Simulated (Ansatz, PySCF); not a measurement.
Si(OSiH3)(F)2(Me) (CH6F2OSi2), SMILES C[Si](F)(F)O[SiH3]. Atoms are numbered in the order given.

```xyz
12

C      1.9260    -1.2446     0.7161
Si     0.6945     0.0139     0.1880
F      1.3536     1.0644    -0.8496
F      0.1969     0.9093     1.4415
O     -0.6173    -0.6621    -0.5077
Si    -2.1885    -0.2816    -0.9298
H      1.4819    -1.9285     1.4554
H      2.8066    -0.7640     1.1687
H      2.2587    -1.8390    -0.1486
H     -3.0964    -0.6049     0.2042
H     -2.2912     1.1678    -1.2565
H     -2.5552    -1.0977    -2.1166
```
Charge 0, spin multiplicity 1.

Geometry: ωB97X-D3(BJ)/def2-SVP. The values are those of a single conformer.

Two levels are set side by side: PBE-D3(BJ)/def2-SVP (Ansatz, a program for electronic structure) and ωB97X-D3(BJ)/def2-SVP (PySCF). Each level has its own optimised geometry; the coordinates shown are those of the second. Frequencies come from the Hessian of PySCF at each geometry. Differences are taken from unrounded values.

```
quantity                            ωB97X-D3(BJ)
----------------------------------  ------------
mean bond length (Å)                       1.467
bond C1–Si2 (Å)                            1.838
bond Si2–F3 (Å)                            1.617
bond Si2–F4 (Å)                            1.619
bond Si2–O5 (Å)                            1.632
bond O5–Si6 (Å)                            1.671
bond C1–H7 (Å)                             1.101
bond C1–H8 (Å)                             1.101
bond C1–H9 (Å)                             1.101
bond Si6–H10 (Å)                           1.488
bond Si6–H11 (Å)                           1.489
bond Si6–H12 (Å)                           1.486
highest harmonic wavenumber (cm⁻¹)          3190
mean harmonic wavenumber (cm⁻¹)             1086
zero-point energy (kcal/mol)               46.56
```

Problem. What does PBE-D3(BJ) give, and how far is it from ωB97X-D3(BJ)? (The exact figures need the calculation; the answer reports its results.)

Solution. 
```
quantity                            PBE-D3(BJ)  PBE-D3(BJ) minus ωB97X-D3(BJ)
----------------------------------  ----------  -----------------------------
mean bond length (Å)                     1.479                          0.011
bond C1–Si2 (Å)                          1.847                          0.009
bond Si2–F3 (Å)                          1.629                          0.012
bond Si2–F4 (Å)                          1.630                          0.012
bond Si2–O5 (Å)                          1.648                          0.016
bond O5–Si6 (Å)                          1.685                          0.014
bond C1–H7 (Å)                           1.108                          0.007
bond C1–H8 (Å)                           1.108                          0.007
bond C1–H9 (Å)                           1.108                          0.007
bond Si6–H10 (Å)                         1.502                          0.014
bond Si6–H11 (Å)                         1.503                          0.014
bond Si6–H12 (Å)                         1.500                          0.013
highest harmonic wavenumber (cm⁻¹)        3097                            -93
mean harmonic wavenumber (cm⁻¹)           1042                            -44
zero-point energy (kcal/mol)             44.68                          -1.88
```

Exact exchange shortens and stiffens bonds; PBE has none. Differences between two approximate levels are no errors against the true value.
